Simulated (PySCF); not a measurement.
**Atomic charges by several schemes**

C₃H₁₃F₂NSi₃.
Z-matrix (Å and degrees, GFN2-xTB geometry), rows numbered from 1:
```
C 
C   1  1.5280
C   2  1.5340  1  111.08
Si  3  1.8853  2  113.27  1   174.76
F   4  1.6059  3  108.42  2  -167.93
F   4  1.6030  3  109.32  2   -58.43
N   2  1.4544  1  111.56  3  -125.76
Si  7  1.7368  2  121.54  1    68.48
Si  7  1.7362  2  115.28  1  -110.67
H   1  1.0873  2  109.61  3   178.12
H   1  1.0864  2  110.70  3    58.42
H   1  1.0878  2  110.34  3   -62.13
H   2  1.0974  1  107.19  3   117.20
H   3  1.0907  2  108.72  1   -61.98
H   3  1.0947  2  108.15  1    53.66
H   4  1.4419  3  121.76  2    67.46
H   8  1.4701  7  109.94  2   101.36
H   8  1.4644  7  110.24  2   -18.37
H   8  1.4616  7  108.23  2  -137.75
H   9  1.4578  7  106.57  2  -174.96
H   9  1.4690  7  109.46  2    64.85
H   9  1.4648  7  108.71  2   -54.65
```

Density: PBE0/pcSseg-1 (PySCF); schemes: Mulliken, IAO, Hirshfeld and ESP-fitted. One conformer (not necessarily the lowest) at the GFN2-xTB geometry, without solvent, vibrations or thermal averaging. GFN2-xTB frequencies show an imaginary mode (37i cm⁻¹), so this geometry is no minimum at that level.

Task: Give the atomic charges in each scheme.

Result: In e:

```json
{"atom": "C1", "environment": "methyl carbon", "Mulliken": "-0.175", "IAO": "-0.424", "Hirshfeld": "-0.122", "ESP-fitted": "-0.597"}
{"atom": "C2", "environment": "sp3 carbon bound to nitrogen", "Mulliken": "-0.125", "IAO": "+0.023", "Hirshfeld": "+0.029", "ESP-fitted": "+0.574"}
{"atom": "C3", "environment": "sp3 carbon bound to silicon", "Mulliken": "-0.504", "IAO": "-0.590", "Hirshfeld": "-0.163", "ESP-fitted": "-0.675"}
{"atom": "Si4", "environment": "fluorine-bound silicon", "Mulliken": "+1.228", "IAO": "+1.466", "Hirshfeld": "+0.508", "ESP-fitted": "+0.932"}
{"atom": "F5", "environment": "silicon-bound fluorine", "Mulliken": "-0.420", "IAO": "-0.532", "Hirshfeld": "-0.210", "ESP-fitted": "-0.341"}
{"atom": "F6", "environment": "silicon-bound fluorine", "Mulliken": "-0.421", "IAO": "-0.533", "Hirshfeld": "-0.201", "ESP-fitted": "-0.334"}
{"atom": "N7", "environment": "nitrogen bridging silicon atoms", "Mulliken": "-0.926", "IAO": "-0.792", "Hirshfeld": "-0.259", "ESP-fitted": "-0.548"}
{"atom": "Si8", "environment": "SiH3 silicon", "Mulliken": "+0.595", "IAO": "+0.721", "Hirshfeld": "+0.341", "ESP-fitted": "+0.454"}
{"atom": "Si9", "environment": "SiH3 silicon", "Mulliken": "+0.616", "IAO": "+0.736", "Hirshfeld": "+0.346", "ESP-fitted": "+0.506"}
{"atom": "H10", "environment": "methyl hydrogen", "Mulliken": "+0.122", "IAO": "+0.147", "Hirshfeld": "+0.042", "ESP-fitted": "+0.146"}
{"atom": "H11", "environment": "methyl hydrogen", "Mulliken": "+0.115", "IAO": "+0.139", "Hirshfeld": "+0.038", "ESP-fitted": "+0.162"}
{"atom": "H12", "environment": "methyl hydrogen", "Mulliken": "+0.115", "IAO": "+0.141", "Hirshfeld": "+0.045", "ESP-fitted": "+0.143"}
{"atom": "H13", "environment": "methine hydrogen", "Mulliken": "+0.130", "IAO": "+0.128", "Hirshfeld": "+0.038", "ESP-fitted": "-0.006"}
{"atom": "H14", "environment": "methylene hydrogen", "Mulliken": "+0.153", "IAO": "+0.152", "Hirshfeld": "+0.043", "ESP-fitted": "+0.169"}
{"atom": "H15", "environment": "methylene hydrogen", "Mulliken": "+0.159", "IAO": "+0.162", "Hirshfeld": "+0.054", "ESP-fitted": "+0.193"}
{"atom": "H16", "environment": "Si–H hydrogen", "Mulliken": "-0.128", "IAO": "-0.157", "Hirshfeld": "-0.066", "ESP-fitted": "-0.127"}
{"atom": "H17", "environment": "Si–H hydrogen", "Mulliken": "-0.086", "IAO": "-0.145", "Hirshfeld": "-0.086", "ESP-fitted": "-0.120"}
{"atom": "H18", "environment": "Si–H hydrogen", "Mulliken": "-0.098", "IAO": "-0.128", "Hirshfeld": "-0.073", "ESP-fitted": "-0.099"}
{"atom": "H19", "environment": "Si–H hydrogen", "Mulliken": "-0.081", "IAO": "-0.123", "Hirshfeld": "-0.076", "ESP-fitted": "-0.091"}
{"atom": "H20", "environment": "Si–H hydrogen", "Mulliken": "-0.099", "IAO": "-0.122", "Hirshfeld": "-0.072", "ESP-fitted": "-0.095"}
{"atom": "H21", "environment": "Si–H hydrogen", "Mulliken": "-0.092", "IAO": "-0.140", "Hirshfeld": "-0.082", "ESP-fitted": "-0.123"}
{"atom": "H22", "environment": "Si–H hydrogen", "Mulliken": "-0.076", "IAO": "-0.131", "Hirshfeld": "-0.077", "ESP-fitted": "-0.122"}
```

Mean size of the charges over all atoms: IAO 0.347 e, ESP-fitted 0.298 e, Mulliken 0.294 e, Hirshfeld 0.135 e. Each set sums to the total charge, 0, to within 0.001 e. The Hirshfeld scheme divides the density at each point in proportion to the densities of the neutral, spherically averaged free atoms. The ESP scheme is a least-squares fit of atom-centred charges to the potential on four shells outside the van der Waals surface, with the total charge fixed.

Lowest charge. The schemes don't all agree: Mulliken N7 (-0.926); IAO N7 (-0.792); Hirshfeld N7 (-0.259); ESP-fitted C3 (-0.675).

Highest charge. All schemes agree: Mulliken Si4 (+1.228); IAO Si4 (+1.466); Hirshfeld Si4 (+0.508); ESP-fitted Si4 (+0.932).

Task: Sum the charges by element, for elements with more than one atom.

Result: 
| element | atoms | Mulliken | IAO | Hirshfeld | ESP-fitted |
| --- | --- | --- | --- | --- | --- |
| C | 3 | -0.805 | -0.990 | -0.256 | -0.698 |
| Si | 3 | +2.439 | +2.923 | +1.196 | +1.892 |
| F | 2 | -0.842 | -1.065 | -0.410 | -0.675 |
| H | 13 | +0.133 | -0.075 | -0.271 | +0.029 |

Task: How many electrons does the Mulliken scheme count on Si9?

Result: Z − q = 14 − (+0.616) = 13.384.

Task: How closely do the schemes follow one another over all atoms?

Result: Correlation coefficient and root-mean-square difference: Mulliken with IAO 0.98, 0.103 e; IAO with Hirshfeld 0.98, 0.307 e; Mulliken with Hirshfeld 0.96, 0.251 e; IAO with ESP-fitted 0.92, 0.203 e; Hirshfeld with ESP-fitted 0.89, 0.234 e; Mulliken with ESP-fitted 0.86, 0.213 e.
